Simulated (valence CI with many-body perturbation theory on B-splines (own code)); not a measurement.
Tb²⁶⁺: M1 decay

Calculated by configuration interaction combined with many-body perturbation theory (CI+MBPT): three valence electrons over a frozen Dirac-Fock core [Kr], a basis of 7 s, 7 p, 8 d, 6 f, 4 g, 1 h functions for each j, with the one-electron correlation potential Σ1 (screened to all orders), the two-electron term Σ2, the three-electron term Σ3, Breit, model QED; selected single and double excitations, second order for the rest, scaled by the run's own slope (own B-spline code, finite nucleus).

The last digits are not significant, and no measured levels were compared; by estimate large intervals hold to a few tenths of a per cent, small ones and those within an open d or f shell to about a per cent. The list stops below the first excitations out of the core.

Lines 1 to 50 of 66 in falling wavelength, among levels below 788510 cm⁻¹, chosen from the decays that carry over 1 % of a level's rate. Wavelengths and rates use the calculated energies. Weak lines are less certain than strong ones. Lines between different terms over intervals too small for the method are left out, as are lines whose strength nearly cancels. The highest levels of a list are the least certain.

Levels are named by their leading jj configuration (3d3/2^4 stands for four electrons in 3d with j = 3/2), which in mixed levels can hold well under half, so a name can repeat and another be missing. Letters in brackets count levels of one name in rising energy.

```csv
λ vac (Å),Upper,Lower,Type,A (s⁻¹),Branch %
18670,(4d3/2^2 4d5/2) J=9/2,(4d3/2^2 4d5/2) J=7/2,M1,1.55e+00,100.0
9121,(4d3/2^2 4d5/2) J=1/2,(4d3/2^2 4d5/2) J=3/2,M1,3.19e+01,2.5
5441,(4d3/2^2 4d5/2) J=3/2,(4d3/2^2 4d5/2) J=5/2 [a],M1,5.84e+01,1.6
4594,(4d3/2^2 4d5/2) J=7/2,(4d3/2^2 4d5/2) J=5/2 [a],M1,2.24e+02,99.8
4018,(4d3/2 4d5/2^2) J=11/2,(4d3/2 4d5/2^2) J=9/2,M1,8.73e+01,3.6
3597,(4d3/2 4d5/2^2) J=5/2 [b],(4d3/2 4d5/2^2) J=3/2 [a],M1,1.32e+02,2.9
2585,(4d3/2 4d5/2^2) J=5/2 [a],(4d3/2 4d5/2^2) J=7/2 [a],M1,1.65e+02,3.0
2519,(4d5/2^3) J=3/2,(4d3/2 4d5/2^2) J=3/2 [b],M1,2.06e+02,1.6
2256,(4d3/2 4d5/2^2) J=5/2 [a],(4d3/2^2 4d5/2) J=5/2 [b],M1,3.19e+02,5.9
2086,(4d5/2^3) J=9/2,(4d3/2 4d5/2^2) J=11/2,M1,3.09e+02,2.5
2054,(4d3/2^2 4d5/2) J=5/2 [b],(4d3/2^2 4d5/2) J=7/2,M1,9.90e+01,5.8
1981,(4d3/2^2 4d5/2) J=5/2 [a],(4d3/2^3) J=3/2,M1,3.84e+03,100.0
1920,(4d3/2^2 4d5/2) J=5/2 [b],(4d3/2^2 4d5/2) J=3/2,M1,9.94e+02,57.8
1869,(4d3/2 4d5/2^2) J=5/2 [b],(4d3/2^2 4d5/2) J=5/2 [b],M1,1.62e+03,36.4
1840,(4d3/2 4d5/2^2) J=7/2 [a],(4d3/2^2 4d5/2) J=7/2,M1,1.70e+03,18.6
1812,(4d3/2 4d5/2^2) J=7/2 [b],(4d3/2 4d5/2^2) J=7/2 [a],M1,3.36e+02,9.4
1762,(4d3/2 4d5/2^2) J=9/2,(4d3/2^2 4d5/2) J=9/2,M1,3.02e+03,58.6
1716,(4d5/2^3) J=5/2,(4d3/2 4d5/2^2) J=3/2 [b],M1,4.50e+02,2.1
1696,(4d3/2 4d5/2^2) J=3/2 [b],(4d3/2 4d5/2^2) J=1/2,M1,1.27e+03,11.0
1644,(4d3/2 4d5/2^2) J=7/2 [b],(4d3/2^2 4d5/2) J=5/2 [b],M1,2.00e+02,5.6
1610,(4d3/2 4d5/2^2) J=9/2,(4d3/2^2 4d5/2) J=7/2,M1,2.13e+03,41.3
1527,(4d3/2 4d5/2^2) J=3/2 [b],(4d3/2 4d5/2^2) J=3/2 [a],M1,2.19e+03,19.0
1496,(4d3/2 4d5/2^2) J=3/2 [a],(4d3/2^2 4d5/2) J=1/2,M1,1.29e+03,9.6
1452,(4d3/2^2 4d5/2) J=3/2,(4d3/2^3) J=3/2,M1,3.54e+03,98.4
1419,(4d3/2^2 4d5/2) J=5/2 [b],(4d3/2^2 4d5/2) J=5/2 [a],M1,1.94e+02,11.2
1373,(4d5/2^3) J=9/2,(4d3/2 4d5/2^2) J=9/2,M1,5.08e+03,40.9
1364,(4d3/2 4d5/2^2) J=1/2,(4d3/2^2 4d5/2) J=1/2,M1,7.35e+03,94.2
1314,(4d3/2 4d5/2^2) J=7/2 [a],(4d3/2^2 4d5/2) J=5/2 [a],M1,7.41e+03,81.3
1285,(4d3/2 4d5/2^2) J=3/2 [a],(4d3/2^2 4d5/2) J=3/2,M1,7.52e+03,55.9
1253,(4d3/2^2 4d5/2) J=1/2,(4d3/2^3) J=3/2,M1,1.25e+03,97.1
1241,(4d5/2^3) J=9/2,(4d3/2 4d5/2^2) J=7/2 [a],M1,6.77e+03,54.4
1225,(4d3/2 4d5/2^2) J=11/2,(4d3/2^2 4d5/2) J=9/2,M1,2.34e+03,96.4
1186,(4d3/2 4d5/2^2) J=1/2,(4d3/2^2 4d5/2) J=3/2,M1,3.06e+02,3.9
1155,(4d5/2^3) J=3/2,(4d3/2 4d5/2^2) J=5/2 [a],M1,5.52e+03,42.8
1128,(4d5/2^3) J=5/2,(4d3/2 4d5/2^2) J=7/2 [b],M1,2.21e+03,10.1
1097,(4d3/2 4d5/2^2) J=3/2 [b],(4d3/2^2 4d5/2) J=5/2 [b],M1,4.49e+03,39.0
1075,(4d3/2 4d5/2^2) J=5/2 [a],(4d3/2^2 4d5/2) J=7/2,M1,8.49e+02,15.7
1042,(4d5/2^3) J=5/2,(4d3/2 4d5/2^2) J=5/2 [b],M1,5.00e+03,22.9
1040,(4d3/2 4d5/2^2) J=3/2 [a],(4d3/2^2 4d5/2) J=5/2 [a],M1,4.09e+03,30.4
1037,(4d3/2 4d5/2^2) J=5/2 [a],(4d3/2^2 4d5/2) J=3/2,M1,3.14e+03,58.1
1013,(4d5/2^3) J=3/2,(4d3/2 4d5/2^2) J=1/2,M1,1.93e+03,15.0
978.5,(4d3/2 4d5/2^2) J=5/2 [b],(4d3/2^2 4d5/2) J=7/2,M1,2.18e+03,48.9
960.1,(4d3/2 4d5/2^2) J=7/2 [b],(4d3/2^2 4d5/2) J=9/2,M1,1.47e+03,41.1
951.2,(4d5/2^3) J=5/2,(4d3/2 4d5/2^2) J=5/2 [a],M1,2.74e+03,12.6
950.8,(4d5/2^3) J=3/2,(4d3/2 4d5/2^2) J=3/2 [a],M1,3.49e+03,27.0
947.0,(4d3/2 4d5/2^2) J=5/2 [b],(4d3/2^2 4d5/2) J=3/2,M1,1.27e+02,2.8
913.2,(4d3/2 4d5/2^2) J=7/2 [b],(4d3/2^2 4d5/2) J=7/2,M1,1.12e+03,31.4
871.2,(4d3/2 4d5/2^2) J=5/2 [a],(4d3/2^2 4d5/2) J=5/2 [a],M1,5.95e+02,11.0
826.9,(4d3/2^2 4d5/2) J=5/2 [b],(4d3/2^3) J=3/2,M1,4.30e+02,25.0
808.1,(4d5/2^3) J=5/2,(4d3/2 4d5/2^2) J=3/2 [a],M1,6.10e+03,27.9
```
